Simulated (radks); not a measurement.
Results of a calculation; reference values are marked as such.
Spherical quantum dot in the effective-mass picture: electrons in a well V = -V0 / (1 + exp((r - R)/a)) with V0 = 29.9, R = 2.11, a = 0.14, with a point charge +1 (a donor) at the centre, all in effective atomic units (hartree* = m*/eps^2 hartree, bohr* = eps/m* bohr), one dielectric constant everywhere. Level of theory: non-relativistic Kohn-Sham, exchange-only LDA, spin-polarised, spherical densities (a radial shooting solver with Libxc functionals). Levels are named by radial order and angular momentum (1s, 1p, 1d, 2s, ...), and open shells are averaged over m.

N = 23, configuration 1s2 1p6 1d10 2s2 1f(up 3, down 0). This is the lowest configuration that the search found. Occupied and some empty levels:

level,occupation,eigenvalue (hartree*),<r> (bohr*)
1s up,1,-14.501,1.236
1s down,1,-14.436,1.228
1p up,3,-13.672,1.376
1p down,3,-13.594,1.373
1d up,5,-12.478,1.460
1d down,5,-12.394,1.459
2s up,1,-11.369,0.9683
2s down,1,-11.333,0.9719
1f up,3,-10.948,1.526
1f down,0,-10.861,1.526
1g up,0,-9.1158,1.581
2p up,0,-9.0531,1.166
1g down,0,-9.0279,1.581
2p down,0,-9.0085,1.166
2d up,0,-6.7654,1.295
2d down,0,-6.7128,1.294

Energy (hartree*): total -457.350, kinetic 66.347, external -680.01, Hartree 171.91, exchange-correlation -15.593.
